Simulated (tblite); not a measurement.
`N[Si]1(N)CC[C@@H]1C(=O)[O-]` (charge -1). Structure optimised with GFN2-xTB, isolated species.

```
atom  x, y, z in Å
N1    -2.4281    0.5034   -0.1164
Si2   -0.7345    0.2929    0.2842
N3    -0.3143    1.4392    1.5407
C4    -0.2177   -1.4893    0.7620
C5     0.7752   -1.5298   -0.4195
C6     0.5024   -0.1607   -1.0612
C7     1.6933    0.8756   -1.0164
O8     1.3132    2.0605   -1.0436
O9     2.8396    0.4246   -0.9333
H10   -2.5834    1.1672   -0.8601
H11   -2.9981    0.7732    0.6712
H12    0.6316    1.2943    1.8699
H13   -0.3367    2.3894    1.1918
H14   -0.9948   -2.2475    0.6720
H15    0.2597   -1.6251    1.7319
H16    1.8155   -1.5757   -0.0906
H17    0.5932   -2.3701   -1.0942
H18    0.1750   -0.2159   -2.1001
```

Problem. What is the longest distance between nuclei?

Solution. O9···H11, 6.06 Å; the next longest distance is 5.47 Å.

Problem. Work out the bond lengths N1–Si2, N1–H10, N1–H11, N3–H12, C7–O9 in Å.

Solution. For N1–Si2 the difference vector is (1.6936, -0.2105, 0.4006) Å, of length 1.7530 Å. N1–Si2 1.753; N1–H10 1.009; N1–H11 1.009; N3–H12 1.012; C7–O9 1.235 Å.

Problem. How far are the heavy atoms from their best plane (unweighted least squares)?

Solution. 0.674 Å rms; N1 1.01, Si2 0.02, N3 1.38, C4 0.61, C5 0.08, C6 0.74, C7 0.19, O8 0.32, O9 0.33 Å (magnitudes).

Problem. Give the dihedral angles C6–Si2–N3–H13, C6–Si2–N3–H12, C4–Si2–C6–H18, H11–N1–Si2–N3, H16–C5–C6–H18.

Solution. C6–Si2–N3–H13 76° (synclinal); C6–Si2–N3–H12 -41° (synclinal); C4–Si2–C6–H18 117° (anticlinal); H11–N1–Si2–N3 -33° (synclinal); H16–C5–C6–H18 120° (anticlinal). Dihedral signs follow IUPAC: positive where, seen along the central bond, the front bond turns clockwise onto the rear one.

Problem. How far apart are these pairs, which share no bond: Si2···H10, N3···H14, C7···H16, O9···H14, H13···H16, H13···H18?

Solution. Si2···H10 2.344 Å (2 bonds apart); N3···H14 3.848 Å (3 bonds apart); C7···H16 2.623 Å (3 bonds apart); O9···H14 4.942 Å (5 bonds apart); H13···H16 4.690 Å (5 bonds apart); H13···H18 4.229 Å (4 bonds apart).

Problem. What is the repulsion energy of the bare nuclei, Σ ZA·ZB/RAB?

Solution. 555.63 Eh over 153 pairs, with full nuclear charges and distances in bohr; the largest single term is 29.60 Eh (Si2 with N3, or a pair equal to it).

Problem. Where is the centre of mass (commonest isotopes), and what is the radius of gyration?

Solution. Mass 145.043 u; centre at (0.255, 0.311, -0.155) Å; Rg = √(Σ m r²/M) = 2.047 Å. As Ia + Ib + Ic = 2 Σ m r², the three principal moments sum to 1215.1 u·Å².

Problem. What are the angles N1–Si2–N3, N1–Si2–C4, N1–Si2–C6, H12–N3–H13, H14–C4–H15, C5–C4–H15, C4–C5–H17, C6–C5–H17?

Solution. From the scalar product of the two bond vectors; for N1–Si2–N3 it is -0.9737 Å² over 1.7530 × 1.7520 Å², cos θ = -0.3170. N1–Si2–N3 108.5°; N1–Si2–C4 115.4°; N1–Si2–C6 120.0°; H12–N3–H13 105.5°; H14–C4–H15 107.4°; C5–C4–H15 113.3°; C4–C5–H17 112.7°; C6–C5–H17 113.4°.

Problem. Write the matrix of distances between heavy atoms (Å, lower triangle).

Solution. 
```
N1    0.000
Si2   1.753  0.000
N3    2.844  1.752  0.000
C4    3.103  1.916  3.032  0.000
C5    3.806  2.469  3.721  1.544  0.000
C6    3.150  1.883  3.162  2.368  1.536  0.000
C7    4.235  2.815  3.300  3.522  2.643  1.579  0.000
O8    4.157  3.013  3.117  4.267  3.684  2.365  1.245  0.000
O9    5.331  3.778  4.135  3.985  2.889  2.413  1.235  2.240  0.000
```

Its GFN2-xTB frequencies are all real (lowest 36 cm⁻¹). 2 starts were optimised and ended at 0.00 and 1.39 kcal/mol (GFN2-xTB); the lowest of these is shown.

One conformer stands for the species.

These are computed values.
